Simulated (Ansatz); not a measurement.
## Redistribution: GeH3(CH3) + Ge(CH3)3Cl → GeH3Cl + Ge(CH3)4

Species: GeH3(CH3) (methyl germane), singlet; Ge(CH3)3Cl (chlorotrimethylgermane), singlet; GeH3Cl (chlorogermane) `[Cl][GeH3]`, singlet; Ge(CH3)4 (tetramethylgermane), singlet. The partners trade CH3 for Cl; both sit on Ge, so the bond types are kept.

Shapes, held fixed at every level: PBE0-D4/def2-TZVP. Programs: Ansatz 0.2.0. Electronic energies: no zero-point or thermal term.

Q: Estimate ΔE of this reaction.

A: The highest level, CCSD(T)/def2-TZVPP, gives ΔE = +24.2 kJ/mol; the levels span +24.2 to +27.9. The column of differences is taken from that level and isn't an error. No measured value is set beside it here. Relativity is left out for Ge unless named. Correlated rows may include outer-core shells of Ge, which these sets cover unevenly.

```csv
level,kind,ΔE (kJ/mol),less CCSD(T)/def2-TZVPP
SPW92/def2-TZVPP,LDA,+27.9,+3.7
r2SCAN-D4/def2-TZVPP,meta-GGA,+27.2,+3.0
wB97M-V/def2-TZVPP,range-separated hybrid,+25.4,+1.2
wB97X-V/def2-TZVPP,range-separated hybrid,+25.5,+1.3
B2PLYP/def2-TZVPP,double hybrid,+25.8,+1.6
MP2/def2-TZVPP,perturbation theory,+25.2,+1.0
CCSD(T)/def2-SVP,coupled cluster or CI,+25.3,+1.1
CCSD(T)/def2-TZVPP,coupled cluster or CI,+24.2,0.0
```
